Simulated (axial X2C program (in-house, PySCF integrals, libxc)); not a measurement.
**Worked dissociation energy of NiC: MP2, without spin–orbit coupling**

Calculated with an in-house relativistic program for diatomic molecules. Spin-free means the one-electron spin-free X2C Hamiltonian. Basis: Ni dyall-cv3z [9s9p6d3f2g], C dyall-v3z [7s6p2d1f] (cores contracted in-house); Gaussian nuclei, density fitting, unrestricted open shells. Masses: Ni 57.935 u, C 12.000 u.

Molecular state: M_S = 0, Λ = 0 (closed shell).

Correlated methods: 14 electrons correlated (number of frozen shells: Ni 3 s, 2 p; C 1 s), 224 virtual spin orbitals or spinors in MP2.

- E(Ni) (2M_S = 2, M_L = 0): -1519.488916 hartree
- E(C) (2M_S = 2, M_L = 0): -37.777620 hartree
- E(NiC) at Re: -1557.530634 hartree
- ωe: 1139.8 cm⁻¹
- ωexe: 2.56 cm⁻¹

(1) Work out De and D0.

The state is a single determinant with fixed occupations, the lowest that a limited PBE0 search found. Closed shells are restricted here (equal orbitals for both partners); the stretched side of such a curve lies too high. Dissociation energies refer to the lowest single-determinant-based atoms at the same level and basis. Other states lie close and PBE0, whose exact exchange favours high spin, may order them wrongly; the determinant shown need not be the ground state. The nearest other spin-free determinant of the search, M_S = 1, Λ = 1, lies 0.22 eV up at the distance of the search.

Each atomic determinant is the lowest at this level and need not be a pure term. Totals compare only within one Hamiltonian and basis.

## Answers

(1) De = -1519.488916 + (-37.777620) − (-1557.530634) = 0.26410 hartree = 7.186 eV. The zero-point energy is ωe/2 − ωexe/4 = 569 cm⁻¹ = 0.071 eV, so D0 = 7.116 eV.
